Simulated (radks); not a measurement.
Q: Isoelectronic series with 38 electrons, all held in the configuration [Kr] 5s2, which need not be the ground one along the series. All-electron calculation, scalar-relativistic Kohn-Sham, PBE, spin-polarised, spherical densities, finite nucleus; Fermi nuclear charge, rms radius of each element as measured or else 0.836 A^(1/3) + 0.57 fm. Program: a radial shooting solver on a logarithmic mesh with Libxc functionals. Total energies (hartree) and mean radii <r> (bohr):

| ion | E (hartree) | 5s | 4p |
|---|---|---|---|
| Sr | -3179.46127 | 4.333 | 1.567 |
| Zr2+ | -3597.57837 | 3.001 | 1.333 |
| Mo4+ | -4044.46902 | 2.417 | 1.167 |
| Ru6+ | -4520.28356 | 2.057 | 1.043 |
| Pd8+ | -5025.23544 | 1.805 | 0.9445 |
| Cd10+ | -5559.57853 | 1.614 | 0.8644 |
| Sn12+ | -6123.60443 | 1.463 | 0.7977 |
| Xe16+ | -7341.99790 | 1.237 | 0.6921 |
| Ba18+ | -7997.0896 | 1.149 | 0.6494 |

Estimate the row of Te14+.

A: E (hartree) -6717.62642; 5s 1.340; 4p 0.7410.
